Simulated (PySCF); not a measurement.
SMILES [SiH3]O[SiH2]B (H7BOSi2) (GFN2-xTB optimised geometry):

```
11

B      2.068    -1.344     0.000
Si     0.114    -1.344     0.000
O     -0.457     0.187     0.000
Si    -1.308     1.555     0.039
H      2.651    -2.357    -0.018
H      2.711    -0.368     0.019
H     -0.529    -1.969    -1.173
H     -0.524    -1.974     1.173
H     -0.735     2.357     1.120
H     -2.711     1.234     0.293
H     -1.127     2.187    -1.268
```

Calculation: B3LYP/def2-TZVP (PySCF).

### Question
What are the frontier orbital energies and the dipole moment?

### Answer
HOMO-2 -9.13 eV, HOMO-1 -8.15 eV, HOMO -7.89 eV, LUMO -2.87 eV, LUMO+1 -0.18 eV; dipole moment 0.58 D.

Meta-Löwdin charges at B3LYP/def2-TZVP: B1 -0.19, Si2 0.79, O3 -0.86, Si4 0.80, H5 0.03, H6 0.04, H7 -0.11, H8 -0.11, H9 -0.13, H10 -0.13, H11 -0.13.
